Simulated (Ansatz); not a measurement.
WO2Cl2 (WCl2O2). The state is a singlet with charge 0. Geometry r2SCAN-D4/def2-SVP.

```xyz
5

W     0.059    0.005    0.052
O     1.066   -1.265    0.578
O     0.586    1.397    0.881
Cl   -2.082   -0.452    0.667
Cl    0.371    0.315   -2.178
```

In the def2 sets W takes a core potential; there is no spin–orbit coupling.

Estimate the orbital energies around the gap (eV) in Ansatz with LDA (SPW92)/def2-TZVP, PBE-D4/def2-TZVP, r2SCAN-D4/def2-TZVP, r2SCANh-D4/def2-TZVP, ωB97X-V/def2-TZVP.


```json
{"orbital": "HOMO−5", "LDA (SPW92)/def2-TZVP": "-9.68", "PBE-D4/def2-TZVP": "-9.45", "r2SCAN-D4/def2-TZVP": "-9.84", "r2SCANh-D4/def2-TZVP": "-10.39", "ωB97X-V/def2-TZVP": "-13.43"}
{"orbital": "HOMO−4", "LDA (SPW92)/def2-TZVP": "-9.19", "PBE-D4/def2-TZVP": "-8.98", "r2SCAN-D4/def2-TZVP": "-9.40", "r2SCANh-D4/def2-TZVP": "-9.96", "ωB97X-V/def2-TZVP": "-13.03"}
{"orbital": "HOMO−3", "LDA (SPW92)/def2-TZVP": "-9.17", "PBE-D4/def2-TZVP": "-8.97", "r2SCAN-D4/def2-TZVP": "-9.38", "r2SCANh-D4/def2-TZVP": "-9.94", "ωB97X-V/def2-TZVP": "-12.98"}
{"orbital": "HOMO−2", "LDA (SPW92)/def2-TZVP": "-8.91", "PBE-D4/def2-TZVP": "-8.71", "r2SCAN-D4/def2-TZVP": "-9.10", "r2SCANh-D4/def2-TZVP": "-9.62", "ωB97X-V/def2-TZVP": "-12.49"}
{"orbital": "HOMO−1", "LDA (SPW92)/def2-TZVP": "-8.85", "PBE-D4/def2-TZVP": "-8.65", "r2SCAN-D4/def2-TZVP": "-9.05", "r2SCANh-D4/def2-TZVP": "-9.58", "ωB97X-V/def2-TZVP": "-12.49"}
{"orbital": "HOMO", "LDA (SPW92)/def2-TZVP": "-8.33", "PBE-D4/def2-TZVP": "-8.10", "r2SCAN-D4/def2-TZVP": "-8.50", "r2SCANh-D4/def2-TZVP": "-9.10", "ωB97X-V/def2-TZVP": "-12.16"}
{"orbital": "LUMO", "LDA (SPW92)/def2-TZVP": "-4.31", "PBE-D4/def2-TZVP": "-4.05", "r2SCAN-D4/def2-TZVP": "-4.03", "r2SCANh-D4/def2-TZVP": "-3.77", "ωB97X-V/def2-TZVP": "-1.33"}
{"orbital": "LUMO+1", "LDA (SPW92)/def2-TZVP": "-3.63", "PBE-D4/def2-TZVP": "-3.39", "r2SCAN-D4/def2-TZVP": "-3.35", "r2SCANh-D4/def2-TZVP": "-3.06", "ωB97X-V/def2-TZVP": "-0.42"}
{"orbital": "LUMO+2", "LDA (SPW92)/def2-TZVP": "-3.16", "PBE-D4/def2-TZVP": "-2.92", "r2SCAN-D4/def2-TZVP": "-2.88", "r2SCANh-D4/def2-TZVP": "-2.58", "ωB97X-V/def2-TZVP": "0.00"}
{"orbital": "LUMO+3", "LDA (SPW92)/def2-TZVP": "-1.99", "PBE-D4/def2-TZVP": "-1.72", "r2SCAN-D4/def2-TZVP": "-1.59", "r2SCANh-D4/def2-TZVP": "-1.29", "ωB97X-V/def2-TZVP": "1.20"}
{"orbital": "LUMO+4", "LDA (SPW92)/def2-TZVP": "-1.77", "PBE-D4/def2-TZVP": "-1.44", "r2SCAN-D4/def2-TZVP": "-1.27", "r2SCANh-D4/def2-TZVP": "-1.01", "ωB97X-V/def2-TZVP": "1.29"}
{"orbital": "LUMO+5", "LDA (SPW92)/def2-TZVP": "-1.15", "PBE-D4/def2-TZVP": "-0.86", "r2SCAN-D4/def2-TZVP": "-0.37", "r2SCANh-D4/def2-TZVP": "-0.18", "ωB97X-V/def2-TZVP": "1.58"}
```
